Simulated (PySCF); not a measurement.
**Fe²⁺: excitation energy**

Fe²⁺ [Ar] 3d6 (5D) → Fe²⁺ [Ar] 3d5 4p1 (7P), as a difference of total energies. All numbers are calculated (PySCF 2.14, scalar relativity by spin-free X2C-1e, in x2c-TZVPPall with one added diffuse shell each of s, p, d, f type (7s6p5d3f1g, 80 functions)). Correlated levels: valence: [Ar] frozen; valence and next inner shell: [Ne] frozen. The calculations carry no spin-orbit coupling.

| method | excitation energy (eV) |
| --- | --- |
| UHF | 8.473 |
| LDA | 10.280 |
| PBE | 10.214 |
| PBE0 | 10.032 |
| r2SCAN | 9.779 |
| TPSSh | 10.304 |
| wB97X-V | 10.469 |
| HSE06 | 10.022 |
| BHandHLYP | 10.010 |
| MP2 (valence) | 9.729 |
| SCS-MP2 (valence) | 10.111 |
| MP2 (valence and next inner shell) | 10.022 |
| SCS-MP2 (valence and next inner shell) | 10.162 |

Task: How much does correlation contribute at MP2 (valence and next inner shell)?

Result: 10.022 − (8.473) = 1.549 eV, measured against UHF.

A first-order spin-orbit estimate (lowest level to lowest level, LS coupling) adds 0.006 eV.
